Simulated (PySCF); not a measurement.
## Ions at one geometry of [Bi(CH3)2]+

PySCF 2.14.0, RKS PBE0, Bi def2-SVP with ECP60, C def2-SVP, H def2-SVP; non-relativistic Hamiltonian with scalar-relativistic core potentials where named; density fitting; no spin-orbit coupling; singlets restricted, open shells unrestricted. The geometry is relaxed for charge +1, singlet, vacuum:

```xyz
9

Bi    0.0000    0.0000   -0.7178
C     1.6258    0.0000    0.8047
H     2.6123    0.0000    0.3226
H     1.5026    0.8917    1.4426
H     1.5026   -0.8917    1.4426
C    -1.6258    0.0000    0.8047
H    -2.6123    0.0000    0.3226
H    -1.5026   -0.8917    1.4426
H    -1.5026    0.8917    1.4426
```

Energies count from the relaxed state; an electron taken off or put on is at rest in vacuum. Charges and spins are Mulliken's.

```
                     state  energy (eV)  spin squared  charge on Bi1 (e)  spin on Bi1 (e)  dipole about the centre of mass (D)
charge +1, singlet, vacuum         0.00          0.00               0.95             0.00                                 1.44
charge +2, doublet, vacuum        15.15          0.76               1.38             0.46                                 3.78
```

Problem. What does the state charge 0, doublet, vacuum give?

Solution. energy (eV) -7.33, spin squared 0.75, charge on Bi1 (e) 0.29, spin on Bi1 (e) 1.06, dipole about the centre of mass (D) 0.26.

With an electron taken off (doublet) the charges change, summed by element, by Bi +0.42 e, C +0.11 e, H +0.47 e. The vertical ionisation energy is 15.15 eV, against −ε(HOMO) = 12.99 eV of the relaxed state. The level lies 2.2 eV too high, as is usual for semilocal functionals and global hybrids, which keep a self-interaction error.

With an electron put on (doublet) the charges change, summed by element, by Bi -0.67 e, C +0.06 e, H -0.40 e. The vertical electron affinity is 7.33 eV, against −ε(LUMO) = 9.38 eV of the relaxed state.

Open shells may have lower solutions than those found.
